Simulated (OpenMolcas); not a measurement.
**Ce2+: moving or changing the point charges**

Ce2+ among 2 point charges of -0.5 e arranged as a linear pair (D∞h), 2.7 Å from the ion.

| Item | Value |
| --- | --- |
| Program | OpenMolcas |
| Method | CASSCF |
| Basis | ANO-RCC-VTZP [8s7p5d3f2g1h] |
| Scalar Hamiltonian | DKH2, point nucleus |
| Active space | 2 electrons in 7 orbitals (4f) |
| State averaging | 2S+1 = 3 even, 21 roots; 2S+1 = 1 even, 27 roots kept (CI in the orbitals of an earlier block) |
| Spin-orbit coupling | state interaction with AMFI integrals over the reference wave functions |

Runs around this geometry, states (labels by Λ). Energies in cm-1 above the lowest state or level, χT in cm3 K/mol.

| R (Å) | Ground state | First state of that spin | First gap with spin-orbit (degeneracies) | Width of lowest J | χT at 300 K |
| --- | --- | --- | --- | --- | --- |
| 2.7 | 3H | 3Γ 440.5 | 464.0 (2, 2) | 852 | 1.540 |
| 2.96 | 3H | 3Γ 330.2 | 347.4 (2, 2) | 660 | 1.579 |
| 3.16 | 3H | 3Γ 268.8 | 282.8 (2, 2) | 549 | 1.601 |

Taking the width of the lowest J multiplet as R^-n, n = -ln(549 / 852) / ln(3.16 / 2.7) = 2.8 between the shortest and longest distance.

Point charges carry no covalency, so the field is a model and not that of real ligands. No measured value stands beside these numbers.
